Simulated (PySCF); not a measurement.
PySCF job for C6H10, SMILES C#CCCCC, PBE-D3(BJ)/def2-SVP. The structure is a stationary point at PBE-D3(BJ)/def2-SVP. One conformer was computed; it need not be the lowest.

```python
import numpy as np
from pyscf import gto, scf, dft, df
from pyscf.hessian import thermo

mol = gto.M(
    atom='''
    C     2.37869488    0.31452865   -1.09315707
    C     1.54206222   -0.35434702   -0.50237640
    C     0.52893321   -1.12366170    0.21657048
    C    -0.32726205   -0.27787167    1.18628688
    C    -1.08193648    0.88457481    0.52912531
    C    -2.08803199    0.46102738   -0.54306806
    H     3.12300490    0.89510241   -1.61899504
    H     1.02707888   -1.94004713    0.78375519
    H    -0.12815508   -1.63299661   -0.52265128
    H     0.33306505    0.11919872    1.98580569
    H    -1.04936392   -0.96140905    1.68439050
    H    -1.60705899    1.45299930    1.32653881
    H    -0.34266377    1.58820962    0.08812028
    H    -1.58971810   -0.01412231   -1.41296132
    H    -2.65306330    1.33222530   -0.93112958
    H    -2.82788435   -0.26466284   -0.14316020
    ''',
    basis='def2-SVP',
    charge=0,
    spin=0,
    max_memory=1600,
    verbose=3,
)
mf = dft.RKS(mol, xc='pbe').density_fit(auxbasis='def2-universal-jkfit')
mf.disp = 'd3bj'
mf.grids.level = 3
mf.conv_tol = 1e-11
mf.max_cycle = 100
mf.kernel()

# [left out here: the lines that compute and print the analytic Hessian (its translational invariance restored by hand, since the grid's response is missing), thermochemistry and intensities]
```

Output:

```
converged SCF energy = -234.101587456477

WARN: DFTD3 does not support analytical Hessian, using finite difference


WARN: Mole.unit (angstrom) is changed to Bohr

Mode                                 0                   1                   2
Irrep
Freq [cm^-1]                       51.7827            132.1222            183.0662
Reduced mass [au]                   2.8289              1.9324              2.3557
Force const [Dyne/A]                0.0045              0.0199              0.0465
Char temp [K]                      74.5038            190.0945            263.3914
Normal mode                   x     y     z       x     y     z       x     y     z
       0   C                -0.12  0.03 -0.06    0.09 -0.09 -0.04   -0.04  0.05  0.10
       1   C                -0.05  0.00 -0.00    0.01  0.03 -0.02   -0.06 -0.06 -0.04
       2   C                 0.01 -0.02  0.06   -0.02  0.06 -0.03   -0.08 -0.03 -0.05
       3   C                -0.01 -0.02  0.05    0.00  0.03  0.02    0.07  0.06  0.00
       4   C                 0.01 -0.01  0.04   -0.10  0.00  0.08    0.04  0.03 -0.02
       5   C                 0.14  0.02 -0.09    0.02 -0.03 -0.02    0.05 -0.06  0.01
       6   H                -0.17  0.05 -0.12    0.16 -0.17 -0.04   -0.03  0.12  0.20
       7   H                 0.06  0.03  0.08   -0.04  0.03 -0.06   -0.13 -0.09 -0.10
       8   H                 0.01 -0.08  0.10   -0.05  0.11 -0.04   -0.17  0.06 -0.03
       9   H                -0.03 -0.04  0.07    0.02  0.05 -0.01    0.19  0.09 -0.11
      10   H                -0.03 -0.03  0.02    0.06 -0.01  0.05    0.10  0.13  0.13
      11   H                -0.08 -0.07  0.03   -0.21 -0.14  0.10    0.03  0.04 -0.03
      12   H                 0.04  0.04  0.16   -0.16  0.13  0.18    0.01  0.04 -0.05
      13   H                 0.25  0.12 -0.07    0.14  0.23 -0.08    0.09  0.08 -0.05
      14   H                 0.13  0.03 -0.07   -0.16 -0.08  0.12   -0.11 -0.13  0.09
[...]
       3   C                -0.00 -0.02  0.06    0.01 -0.00 -0.03   -0.00  0.01 -0.03
       4   C                -0.00 -0.03 -0.01   -0.03 -0.05 -0.03    0.02 -0.03 -0.01
       5   C                -0.00 -0.01 -0.01    0.00  0.01  0.02    0.03 -0.02 -0.02
       6   H                 0.01  0.00 -0.00   -0.00 -0.00  0.00   -0.00 -0.00  0.00
       7   H                 0.11  0.11  0.09    0.01  0.00 -0.01    0.04  0.03  0.01
       8   H                -0.02  0.16 -0.10   -0.01  0.00  0.01   -0.02  0.05 -0.02
       9   H                 0.29  0.33 -0.37   -0.10 -0.15  0.14   -0.10 -0.13  0.13
      10   H                -0.24 -0.15 -0.50    0.07  0.08  0.20    0.11  0.04  0.18
      11   H                 0.16  0.22 -0.06    0.35  0.42 -0.09    0.06  0.14 -0.11
      12   H                -0.10  0.21  0.18   -0.13  0.35  0.41   -0.06  0.16  0.15
      13   H                 0.07 -0.03  0.05   -0.21 -0.15 -0.02    0.35  0.03  0.16
      14   H                -0.05  0.01  0.09    0.17  0.08 -0.04   -0.45 -0.19  0.27
      15   H                -0.04  0.04  0.01    0.15 -0.23 -0.14   -0.39  0.40 -0.03
Mode                                30                  31                  32
Irrep
Freq [cm^-1]                     1430.7269           2163.4041           2961.8388
Reduced mass [au]                   1.0571              6.0748              1.0589
Force const [Dyne/A]                1.2749             16.7516              5.4733
Char temp [K]                    2058.4974           3112.6569           4261.4266
Normal mode                   x     y     z       x     y     z       x     y     z
       0   C                 0.00  0.00 -0.00   -0.11 -0.09  0.08   -0.00 -0.00  0.00
       1   C                 0.00 -0.00 -0.00    0.15  0.12 -0.11    0.00  0.00 -0.00
       2   C                -0.00 -0.01 -0.00   -0.02 -0.02  0.02    0.01  0.06  0.01
       3   C                 0.01 -0.01  0.00   -0.00  0.00  0.00   -0.01 -0.01  0.01
       4   C                -0.01  0.04 -0.02    0.00  0.00 -0.00    0.00  0.01 -0.00
       5   C                 0.01  0.04 -0.02   -0.00 -0.00  0.00   -0.01 -0.01 -0.01
       6   H                 0.00  0.00  0.00   -0.20 -0.16  0.14   -0.00 -0.00  0.00
       7   H                 0.05  0.07  0.07   -0.01 -0.01  0.01    0.26 -0.41  0.31
       8   H                -0.03  0.09 -0.05   -0.01 -0.01  0.01   -0.39 -0.28 -0.43
       9   H                -0.03  0.02  0.02    0.01  0.00 -0.00   -0.05 -0.03 -0.06
      10   H                 0.01 -0.00  0.01    0.00 -0.01 -0.00    0.17  0.16 -0.11
      11   H                -0.07 -0.14  0.07    0.00 -0.00  0.00    0.02 -0.02 -0.03
      12   H                 0.12 -0.11 -0.05    0.00 -0.00 -0.00   -0.07 -0.06  0.04
      13   H                -0.03 -0.58  0.30    0.00  0.00 -0.00   -0.09  0.08  0.14
      14   H                -0.10  0.16  0.45    0.00  0.00 -0.00    0.07 -0.12  0.05
      15   H                 0.03 -0.21 -0.39   -0.00  0.00 -0.00    0.14  0.14 -0.08
Mode                                33                  34                  35
Irrep
Freq [cm^-1]                     2964.7391           2968.5664           2971.5289
Reduced mass [au]                   1.0442              1.0588              1.0637
Force const [Dyne/A]                5.4076              5.4976              5.5337
Char temp [K]                    4265.5994           4271.1061           4275.3684
Normal mode                   x     y     z       x     y     z       x     y     z
       0   C                -0.00 -0.00  0.00    0.00  0.00 -0.00   -0.00  0.00  0.00
       1   C                 0.00  0.00 -0.00   -0.00 -0.00 -0.00   -0.00 -0.00  0.00
       2   C                -0.00  0.01 -0.00   -0.01 -0.02 -0.01    0.01  0.01  0.01
       3   C                -0.01 -0.01  0.03   -0.01 -0.01  0.05    0.01  0.01 -0.02
       4   C                -0.00 -0.01 -0.01    0.00 -0.03 -0.01   -0.01 -0.06 -0.01
       5   C                 0.03  0.02  0.02   -0.02 -0.01 -0.01   -0.00  0.00 -0.00
       6   H                -0.00 -0.00  0.00    0.00  0.00 -0.00   -0.00 -0.00  0.00
       7   H                 0.08 -0.13  0.09   -0.06  0.09 -0.07    0.05 -0.08  0.05
       8   H                -0.07 -0.05 -0.08    0.17  0.13  0.19   -0.12 -0.08 -0.13
       9   H                -0.14 -0.09 -0.16   -0.28 -0.17 -0.33    0.11  0.06  0.12
      10   H                 0.21  0.20 -0.14    0.36  0.34 -0.24   -0.25 -0.23  0.17
      11   H                -0.07  0.07  0.11   -0.18  0.18  0.27   -0.26  0.27  0.39
      12   H                 0.08  0.07 -0.05    0.15  0.13 -0.09    0.43  0.40 -0.26
      13   H                 0.22 -0.20 -0.36   -0.08  0.07  0.13   -0.01  0.01  0.01
      14   H                -0.20  0.33 -0.14    0.10 -0.17  0.07    0.04 -0.06  0.02
      15   H                -0.38 -0.38  0.22    0.16  0.16 -0.09   -0.00  0.00 -0.00
Mode                                36                  37                  38
Irrep
Freq [cm^-1]                     3003.2780           3013.8821           3026.3025
Reduced mass [au]                   1.1019              1.1016              1.1039
Force const [Dyne/A]                5.8560              5.8958              5.9564
Char temp [K]                    4321.0483           4336.3053           4354.1754
Normal mode                   x     y     z       x     y     z       x     y     z
       0   C                 0.00  0.00  0.00   -0.00  0.00 -0.00    0.00  0.00 -0.00
       1   C                 0.00 -0.00  0.00    0.00 -0.00 -0.00    0.00 -0.00 -0.00
       2   C                 0.05 -0.02  0.06    0.01 -0.00  0.01   -0.01 -0.00 -0.02
       3   C                -0.02 -0.02 -0.00    0.01  0.01  0.02   -0.06 -0.05 -0.02
       4   C                 0.01 -0.00 -0.01   -0.06 -0.00  0.06   -0.02 -0.01  0.01
       5   C                 0.00 -0.00  0.00    0.01  0.00 -0.02    0.01  0.00 -0.01
       6   H                 0.00  0.00 -0.00   -0.00 -0.00  0.00    0.00  0.00 -0.00
       7   H                -0.31  0.52 -0.36   -0.05  0.07 -0.05    0.06 -0.09  0.06
       8   H                -0.33 -0.26 -0.37   -0.06 -0.04 -0.06    0.12  0.09  0.14
       9   H                 0.09  0.05  0.11   -0.16 -0.10 -0.19    0.43  0.26  0.52
      10   H                 0.15  0.14 -0.10   -0.00  0.00  0.00    0.32  0.31 -0.23
      11   H                -0.05  0.05  0.07    0.30 -0.33 -0.45    0.05 -0.05 -0.07
      12   H                -0.03 -0.03  0.02    0.38  0.37 -0.23    0.15  0.14 -0.09
      13   H                 0.00 -0.00 -0.00   -0.10  0.10  0.17   -0.04  0.03  0.06
      14   H                -0.01  0.01 -0.01    0.02 -0.02  0.01    0.02 -0.03  0.01
      15   H                -0.01 -0.01  0.00   -0.10 -0.10  0.06   -0.05 -0.05  0.03
Mode                                39                  40                  41
Irrep
Freq [cm^-1]                     3049.9271           3058.9251           3409.2998
Reduced mass [au]                   1.1027              1.1023              1.1580
Force const [Dyne/A]                6.0434              6.0768              7.9303
Char temp [K]                    4388.1660           4401.1122           4905.2234
Normal mode                   x     y     z       x     y     z       x     y     z
       0   C                 0.00 -0.00  0.00   -0.00 -0.00  0.00   -0.07 -0.06  0.05
       1   C                -0.00 -0.00  0.00    0.00  0.00 -0.00    0.02  0.02 -0.01
       2   C                -0.00 -0.00 -0.00    0.00  0.00  0.00   -0.00 -0.00  0.00
       3   C                 0.00  0.00 -0.00    0.00 -0.00  0.00   -0.00  0.00  0.00
       4   C                 0.02  0.00 -0.02   -0.00  0.00  0.01   -0.00  0.00 -0.00
       5   C                 0.04  0.04 -0.06   -0.05  0.07  0.01   -0.00  0.00  0.00
       6   H                 0.00  0.00 -0.00   -0.00 -0.00  0.00    0.64  0.50 -0.45
       7   H                 0.00 -0.00  0.00   -0.00  0.01 -0.00    0.00 -0.00  0.00
       8   H                 0.01  0.01  0.01   -0.01 -0.01 -0.01   -0.00 -0.00 -0.00
       9   H                -0.02 -0.01 -0.02   -0.01 -0.00 -0.01   -0.00 -0.00 -0.00
      10   H                -0.03 -0.03  0.02    0.00  0.00 -0.00    0.00  0.00 -0.00
      11   H                -0.08  0.09  0.12    0.05 -0.05 -0.08    0.00 -0.00 -0.00
      12   H                -0.14 -0.13  0.08    0.01  0.01 -0.00    0.00  0.00  0.00
      13   H                -0.24  0.24  0.41    0.25 -0.23 -0.43    0.00 -0.00 -0.00
      14   H                 0.17 -0.25  0.10    0.38 -0.60  0.27    0.00 -0.00  0.00
      15   H                -0.44 -0.43  0.24   -0.08 -0.06  0.04    0.00  0.00 -0.00
temperature 298.1500 [K]
pressure 101325.00 [Pa]
Rotational constants [GHz] 5.75603 2.08853 1.84215
Symmetry number 1
Zero-point energy (ZPE) 0.13771 [Eh]   361569.458 [J/mol]
                           tot       elec      trans        rot        vib
Entropy [J/mol/K]       352.855      0.000    163.727    113.285     75.843
Cv [J/mol/K]            113.956      0.000     12.472     12.472     89.013
Cp [J/mol/K]            122.271      0.000     20.786     12.472     89.013
Internal energy [J/mol]                      3718.434   3718.434 374034.552
Internal energy [Eh]   -233.95629  -234.10159
Enthalpy [J/mol]                             6197.391   3718.434 374034.552
Enthalpy [Eh]          -233.95535
Gibbs free energy [J/mol]                  -42617.887 -30057.359 351422.046
Gibbs free energy [Eh] -233.99542
mode   freq/cm-1   IR/(km/mol)
   1       51.78         0.075
   2      132.12         0.165
   3      183.07         0.465
   4      244.29         0.168
   5      305.18         1.440
   6      344.34         6.616
   7      411.42         0.955
   8      541.69         4.044
   9      636.65        39.866
  10      645.62        36.606
  11      716.76         7.211
  12      797.25         2.086
  13      823.31         1.233
  14      908.93         1.473
  15      921.08         0.317
  16      978.00         0.815
  17     1061.47         0.328
  18     1064.94         0.773
  19     1094.93         0.277
  20     1170.29         1.307
  21     1206.95         0.076
  22     1266.79         0.787
  23     1290.09         6.513
  24     1317.05         3.499
  25     1336.01         3.537
  26     1352.57         6.929
  27     1385.70         6.854
  28     1404.84         5.153
  29     1410.65         1.302
  30     1423.51         8.157
  31     1430.73         4.203
  32     2163.40         6.152
  33     2961.84         6.844
  34     2964.74        21.514
  35     2968.57        34.457
  36     2971.53        18.129
  37     3003.28         7.365
  38     3013.88        13.586
  39     3026.30        27.125
  40     3049.93        31.235
  41     3058.93        24.735
  42     3409.30        67.175
max |gradient| / (hartree/bohr): 2.325469855667895e-05
APT charges: [-0.3272  0.0103  0.0873  0.129   0.0865  0.0389  0.2019 -0.0201 -0.0104
 -0.0357 -0.0495 -0.0458 -0.0173 -0.0095 -0.0176 -0.0206]
```

Self-consistency was reached.
